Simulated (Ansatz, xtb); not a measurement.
# C5H3NO2S: which of two isomers lies lower

Structure a is `N#C/C=C/C(=S)OC=O`, a singlet and structure b is `O=Cc1cc(=O)cns1`, a singlet. Both are isolated molecules in the gas phase, relaxed with B3LYP/def2-SVP; the shapes shown needn't be the lowest conformers.

a (Å):

| atom | x (Å) | y (Å) | z (Å) |
| --- | --- | --- | --- |
| C | 0.4029 | 1.2383 | 4.3104 |
| C | 0.0329 | 1.2751 | 2.9350 |
| C | 0.4818 | 0.3775 | 2.0301 |
| C | 0.0756 | 0.3960 | 0.6190 |
| C | 2.0898 | -0.6691 | -0.1765 |
| N | 0.6874 | 1.2288 | 5.4372 |
| O | 0.7316 | -0.5160 | -0.1902 |
| O | 2.8584 | -0.0137 | 0.4579 |
| S | -1.1165 | 1.2927 | -0.0366 |
| H | -0.6494 | 2.0715 | 2.6178 |
| H | 1.1766 | -0.4028 | 2.3465 |
| H | 2.3456 | -1.4914 | -0.8740 |

b (Å):

```yaml
atoms:
  - { symbol: C, position_ang: [0.1346, -1.0054, -0.7656] }
  - { symbol: C, position_ang: [0.4148, -0.2254, 0.4735] }
  - { symbol: C, position_ang: [0.7066, -0.8422, 1.6508] }
  - { symbol: C, position_ang: [0.9912, -0.1319, 2.9040] }
  - { symbol: C, position_ang: [0.9475, 1.3545, 2.8370] }
  - { symbol: N, position_ang: [0.6905, 2.0969, 1.8154] }
  - { symbol: O, position_ang: [-0.1270, -0.4935, -1.8257] }
  - { symbol: O, position_ang: [1.2506, -0.7078, 3.9505] }
  - { symbol: S, position_ang: [0.3393, 1.5125, 0.2932] }
  - { symbol: H, position_ang: [0.1870, -2.1151, -0.6312] }
  - { symbol: H, position_ang: [0.7382, -1.9362, 1.6971] }
  - { symbol: H, position_ang: [1.1634, 1.8685, 3.7849] }
```

Quicker runs give these differences E(b) − E(a): GFN2-xTB −0.562 eV; HF/STO-3G −0.364 eV (at GFN2-xTB geometries); r2SCAN-D4/def2-SVP −0.360 eV (at GFN2-xTB geometries).

Question: Estimate E(b) − E(a) at the level CCSD(T)/def2-SVP + ΔMP2/def2-TZVPP.

Answer: Not settled: CCSD(T)/def2-SVP + ΔMP2/def2-TZVPP gives E(b) − E(a) = −0.132 eV, but this leans on the basis-set step: CCSD(T) alone gives +0.153 eV.

Level by level:

| level | geometry | E(b) − E(a) (eV) | departure from the last row (eV) | job, with rough time for the two |
| --- | --- | --- | --- | --- |
| GFN2-xTB | GFN2-xTB | −0.562 | −0.429 | optimisation, 0.21 s |
| HF/STO-3G | GFN2-xTB | −0.364 | −0.232 | single point, 0.54 s |
| r2SCAN-D4/def2-SVP | GFN2-xTB | −0.360 | −0.227 | single point, 4 s |
| B3LYP/def2-SVP | B3LYP/def2-SVP | −0.118 | +0.015 | optimisation, 61 s |
| HF/def2-SVP | B3LYP/def2-SVP | +0.246 | +0.378 | part of the CCSD(T) run |
| MP2/def2-SVP | B3LYP/def2-SVP | +0.176 | +0.308 | part of the CCSD(T) run |
| CCSD(T)/def2-SVP | B3LYP/def2-SVP | +0.153 | +0.285 | single point |
| CCSD(T)/def2-SVP + ΔMP2/def2-TZVPP | B3LYP/def2-SVP | −0.132 |  | single point, 1.9 min |

As drawn, b has 1 C=O, 1 C–C, 1 C=N, 1 N–S, 1 C–S in place of 1 C≡N, 1 C=S, 2 C–O. Structure a has no ring, b a 6-membered ring.

HF/def2-SVP, MP2/def2-SVP, CCSD(T)/def2-SVP put the two in the other order. The largest departure from CCSD(T)/def2-SVP + ΔMP2/def2-TZVPP is that of GFN2-xTB, 0.429 eV. The last row adds to CCSD(T) the change of the MP2 difference between the two basis sets, here −0.285 eV, a large step that makes the value less sure.

With thermal terms from frequencies at re-optimised GFN2-xTB minima (ideal gas, soft modes damped towards free rotors, one conformer each, 298.15 K, 1 atm): the zero-point term adds +0.027 eV; ΔH is −0.137 and ΔG −0.051 eV.

The correlated steps freeze 13 core orbitals. Codes used: Ansatz 0.2.0, xtb 6.7.1; the last row on 4 threads of Arm Neoverse V1 on a shared host.
